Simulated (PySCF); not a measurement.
A structure optimised at PBE-D3(BJ)/def2-TZVP, used in a PySCF frequency run:

```xyz
4

O      0.0000     0.0000    -2.0285
B      0.0000     0.0000    -0.8177
B      0.0000     0.0000     0.8177
O      0.0000     0.0000     2.0285
```
Charge 0, spin multiplicity 1.

Task: Write its SMILES, formula and point group.

Result: O=BB=O, B2O2, D∞h

Task: What are its rotational constants (standard atomic weights)?

Result: 3.4585 GHz (linear rotor, B only)
